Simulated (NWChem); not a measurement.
# Basis-set convergence for H$_{2}$ClGa

```xyz
4

Ga     0.0000     0.0000     0.7120
H     -1.4237     0.0000     1.3741
H      1.4237     0.0000     1.3741
Cl     0.0000     0.0000    -1.4601
```
Charge 0, spin multiplicity 1.

All runs are NWChem calculations. All single points use one geometry, from PBE/def2-SVP, a minimum by its harmonic frequencies.

Quantity: dipole moment at the level PBE0.

The Hamiltonian is non-relativistic. The structure started from a generated list of species.

| basis | functions | dipole moment (D) |
|---|---|---|
| STO-3G | 29 | 1.77 |
| 3-21G | 39 | ? |
| aug-cc-pVDZ | 81 | ? |
| def2-SVPD | 81 | ? |
| def2-TZVP | 97 | 2.06 |
| def2-TZVPD | 118 | 2.11 |
| def2-TZVPP | 118 | 2.05 |
| aug-cc-pVTZ | 155 | 2.12 |
| cc-pVQZ | 187 | 2.10 |
| def2-QZVP | 205 | 2.10 |

Q: Fill in the missing entries.

A: 
- 3-21G, dipole moment (D): 2.85
- aug-cc-pVDZ, dipole moment (D): 2.14
- def2-SVPD, dipole moment (D): 2.18
